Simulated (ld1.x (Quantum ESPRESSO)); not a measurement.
## Scattering properties, PAW potential for N

ld1.x (Quantum ESPRESSO) 7.5 input, shortened:

```
&input
   title='N', zed=7., rel=0, dft='PBE', iswitch=3,
   config='[He] 2s2 2p3 3d-2'
 /
 &inputp
   pseudotype=3, lpaw=.true., tm=.true., lloc=-1, rcloc=1.25,
   nlcc=.false.,
   which_augfun='BESSEL', rmatch_augfun=0.55
 /
6
2S  1  0   2.00   0.00  0.75  1.00  0.0
2S  1  0   0.00  -0.85  0.75  1.00  0.0
2P  2  1   3.00   0.00  2.10  2.80  0.0
2P  2  1   0.00  -0.20  2.10  2.80  0.0
3D  3  2  -2.00  -0.15  2.00  2.75  0.0
3D  3  2  -2.00   1.40  2.00  2.75  0.0
 &test
   configts(1)='2s2 2p3'
 /
```

The phase is arctan(r·u′/u) with u = r·R(r), unwrapped; energies in Ry, scanned from -3 to 5 Ry. A pole is an energy at which the radial function vanishes at the test radius. The pseudo phase is shifted by a multiple of π to meet the all-electron one at the reference energy, and phase errors are pseudo minus all-electron; the curves can meet again beyond the range given. Levels narrower than the energy grid can be missing from the lists of poles.

Problem. For each channel, where are the poles, and over which energies does the pseudopotential scatter like the atom?

Solution.

```tsv
channel	radius (bohr)	reference energy (Ry)	poles, all-electron	poles, pseudo	unbroken range about the reference energy with phases within 0.05 rad	phase error 1 Ry above the reference energy (rad)
s	3.04	-1.36	-1.29, 2.69	-1.29, 2.69	the whole range	-0.000
p	3.04	-0.52	-0.39, 2.94	-0.39, 0.98	below 0.4	-0.104
d	3.04	-0.15	2.37	1.81, 2.43	below 1.8	-0.001
```

Phases in the d channel:

| E (Ry) | all-electron | pseudo |
| --- | --- | --- |
| -3.00 | 1.394 | 1.394 |
| -2.52 | 1.380 | 1.380 |
| -2.04 | 1.363 | 1.363 |
| -1.56 | 1.341 | 1.341 |
| -1.08 | 1.309 | 1.309 |
| -0.60 | 1.262 | 1.262 |
| -0.12 | 1.180 | 1.180 |
| 0.36 | 0.997 | 0.996 |
| 0.84 | 0.344 | 0.343 |
| 1.32 | -0.989 | -0.989 |
| 1.80 | -1.398 | -1.439 |
| 2.28 | -1.550 | -4.680 |
| 2.76 | -1.649 | -4.771 |
| 3.24 | -1.754 | -4.853 |
| 3.72 | -1.944 | -4.956 |
| 4.20 | -2.719 | -5.152 |
| 4.68 | -4.170 | -5.771 |
